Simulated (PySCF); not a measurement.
A structure optimised at B3LYP-D3(BJ)/def2-SVP, used in a PySCF frequency run:

```xyz
10

B      0.0414     0.5113     0.0000
O      0.8030     1.6505     0.0000
H      0.3050     2.4736     0.0000
O     -1.3345     0.4870     0.0000
H     -1.7635     1.3484     0.0000
O      0.7158    -0.6670     0.0000
C      0.0342    -1.9008     0.0000
H     -0.6065    -2.0156     0.8915
H      0.7840    -2.7061     0.0000
H     -0.6065    -2.0156    -0.8915
```

Task: Write its SMILES, formula and point group.

Result: COB(O)O, CH5BO3, Cs

Task: What are its rotational constants (standard atomic weights)?

Result: 9.5065, 4.0183, 2.8760 GHz
